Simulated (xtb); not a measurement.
xtb input:

```bash
xtb mol.xyz --gfn 2 --sp --chrg 0 --uhf 0
```
mol.xyz:
```
9

Si     1.00715407     0.28468245     0.17360047
O     -0.30915855    -0.50769802    -0.41545000
C     -1.64107861    -0.18925907    -0.04625178
H      2.18800046    -0.34271057    -0.45105360
H      1.08091493     0.16486738     1.65269768
H      0.95157032     1.73046119    -0.16427399
H     -1.89316587     0.84135799    -0.31665681
H     -1.79732316    -0.31872721     1.02969620
H     -2.31041357    -0.86366448    -0.57970537
```

### Question
What final total energy does it print?

### Answer
-11.03727 Eh (GFN2-xTB).
